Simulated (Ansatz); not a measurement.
Relaxation of C3H8AlF (13 atoms, charge 0, multiplicity 1), to a largest force component of 0.02 eV/Å in at most 50 steps.

Level of theory: RKS revPBE-D4/cc-pVDZ in Ansatz.

```xyz
13
Properties=species:S:1:pos:R:3:forces:R:3
C -1.927 0.187 -0.951 1.39 -0.10 0.38
Al -0.395 -0.948 -0.710 1.90 2.02 3.82
C 0.812 -0.624 0.819 1.81 -0.38 0.44
C 1.520 0.786 0.798 -4.49 0.01 0.85
F 2.251 0.922 -0.333 1.06 0.21 -1.11
H -2.633 0.177 -0.073 -0.25 -0.87 -0.98
H -1.610 1.283 -1.086 -0.29 -1.27 -1.01
H -1.348 -1.201 -1.893 -3.33 1.54 -1.58
H -0.093 -2.112 -1.698 0.03 -0.83 -0.84
H 1.659 -1.381 0.830 -0.46 0.23 0.20
H 0.255 -0.756 1.792 0.17 0.14 -0.42
H 2.085 0.938 1.726 0.59 0.26 0.11
H 0.593 1.568 0.772 1.86 -0.96 0.14
```

Problem. Where does it end, and by what steps?

Solution. The run converged. After 42 steps the energy has fallen by 6.447 eV; H12 moved furthest, 2.22 Å. Parted: Al2–C3, Al2–H8, C4–F5. Joined: C1–H8, Al2–F5.

```
step  energy less start (eV)  largest force component (eV/Å)  accepted
   0                  0.0000                           4.489       yes
   2                 -2.8059                           3.182       yes
   4                 -4.2933                           1.403       yes
   6                 -4.8878                           0.505       yes
   8                 -5.0957                           0.486       yes
  10                 -5.2576                           0.677       yes
  12                 -5.3256                           0.360       yes
  14                 -5.3578                           0.240       yes
  16                 -5.4258                           0.757       yes
  18                 -5.8334                           2.048       yes
  20                 -6.2953                           0.906       yes
  22                 -6.3791                           0.276       yes
  24                 -6.3908                           0.124       yes
  26                 -6.3987                           0.109       yes
  28                 -6.4043                           0.171       yes
  30                 -6.4092                           0.298       yes
  32                 -6.4223                           0.078       yes
  34                 -6.4212                           0.433        no
  36                 -6.4394                           0.080       yes
  38                 -6.4438                           0.116       yes
  40                 -6.4466                           0.036       yes
  42                 -6.4471                           0.013       yes
```

```xyz
13
Properties=species:S:1:pos:R:3
C -1.590 -0.490 -0.935
Al 0.276 0.161 -1.076
C 0.434 0.085 1.483
C 1.702 -0.137 1.048
F 0.508 1.877 -1.111
H -1.642 -1.544 -0.583
H -2.213 0.134 -0.260
H -2.064 -0.461 -1.941
H 1.463 -0.698 -1.742
H -0.222 -0.742 1.795
H 0.033 1.107 1.567
H 2.121 -1.152 0.983
H 2.363 0.697 0.766
```

Whether the end is a true minimum wasn't checked by a vibrational analysis.

Time of the run: 36 s on 2 threads of AMD EPYC 9R45 96-Core Processor (Zen 5), with other jobs on the host, peak memory 0.18 GiB.
